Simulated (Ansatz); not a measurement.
## Which is lower?

The two ends of one reaction step of GaSiH$_{7}$O, closed shell (PBE0-D4/def2-TZVP).

A:

Ga1  (-0.777, 0.379, -1.578)
H2  (0.372, 1.047, -2.428)
H3  (-0.752, -1.192, -1.385)
H4  (-2.130, 1.148, -1.363)
H5  (0.813, 1.425, 0.321)
O6  (0.163, 0.719, 0.355)
Si7  (0.511, -0.621, 1.315)
H8  (1.130, -0.105, 2.562)
H9  (1.454, -1.526, 0.620)
H10  (-0.784, -1.273, 1.582)
(Å)

B:

```json
{"atom": "Ga1", "x (Å)": "-1.0502", "y (Å)": "0.1580", "z (Å)": "-1.1154"}
{"atom": "H2", "x (Å)": "1.0592", "y (Å)": "1.4057", "z (Å)": "-1.8518"}
{"atom": "H3", "x (Å)": "-0.4236", "y (Å)": "-0.9335", "z (Å)": "-2.0390"}
{"atom": "H4", "x (Å)": "-2.0746", "y (Å)": "1.2789", "z (Å)": "-1.4541"}
{"atom": "H5", "x (Å)": "0.7186", "y (Å)": "1.9722", "z (Å)": "-1.4955"}
{"atom": "O6", "x (Å)": "-0.6250", "y (Å)": "0.0654", "z (Å)": "0.6195"}
{"atom": "Si7", "x (Å)": "0.3611", "y (Å)": "-0.7843", "z (Å)": "1.5957"}
{"atom": "H8", "x (Å)": "1.3941", "y (Å)": "0.1111", "z (Å)": "2.1862"}
{"atom": "H9", "x (Å)": "1.0615", "y (Å)": "-1.8733", "z (Å)": "0.8525"}
{"atom": "H10", "x (Å)": "-0.4209", "y (Å)": "-1.4000", "z (Å)": "2.7018"}
```

Program: Ansatz 0.2.0. Basis: def2-TZVPP. Cores are frozen in the correlated methods. Filled d shells of the heavier atoms are correlated. The def2 sets are not built for correlating such inner shells, so the correlated values are less sure here. B3LYP uses VWN-RPA correlation.

**Question.** Which structure is lower at CCSD(T), and by how much? (An estimate is asked for; the value comes from the calculation.)

**Answer.** The calculation gives: B, by 16.2 kJ/mol (electronic energy, against the other). By their contacts, A is GaSiH₇O ([SiH3][OH][GaH3]) and B is a complex of GaSiH₅O ([SiH3][O][GaH2]) + H₂.

**Question.** Do the other methods give the same order? (Judge from chemistry; the calculation decides.)

**Answer.** Computed: Not all: SPW92 gives the other order.

| method | E(B) − E(A) (kJ/mol) |
| --- | --- |
| SPW92 | 3.2 |
| PBE-D4 | -15.5 |
| BLYP-D4 | -24.9 |
| r2SCAN-D4 | -16.5 |
| B97M-V | -8.8 |
| PBE0-D4 | -10.2 |
| B3LYP-D4 | -19.0 |
| r2SCAN0-D4 | -11.9 |
| BHLYP-D4 | -13.9 |
| CAM-B3LYP-D4 | -14.2 |
| wB97X-V | -14.1 |
| wB97M-V | -11.9 |
| B2PLYP | -21.6 |
| PBE-QIDH | -13.1 |
| RPA on PBE | -17.0 |
| HF | -17.3 |
| MP2 | -22.9 |
| CCSD | -14.6 |
| CCSD(T) | -16.2 |

T1 diagnostic: at most 0.014.

Labels in which every atom is bracketed show which atoms are joined, not bond orders.

For scale, one of the runs: CCSD(T)/def2-TZVPP, 219 basis functions, launched by `ansatz run in.yaml --threads 4 --pin off --events-out ev --progress --plain --max-ram 9574MiB`. Hardware: 4 CPU threads of an Intel Xeon, shared host. Wall time 100 s; peak host memory 3.2 GiB.
